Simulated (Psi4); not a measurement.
A dimer, CH2O2 ··· O2S (SMILES O=CO and O=S=O); the first 5 atoms form monomer A.

```
8

O      0.7600    -0.6033    -0.0873
C     -0.3919     0.0874    -0.1321
O     -0.6366     1.0635     0.5156
H      1.3418    -0.1668     0.5574
H     -1.0734    -0.3808    -0.8535
O      1.2726     3.1838     0.7079
S      1.0109     2.1632     1.6875
O      1.8335     0.9830     1.6976
```

Q: What interaction energy does SAPT0/jun-cc-pVDZ, frozen core in Psi4 1.11 give, and which attractive term is the largest?

A: Total -24.48 kJ/mol: electrostatics -151.90, exchange 248.25, induction -84.08, dispersion -36.74. The most attractive term is electrostatics.
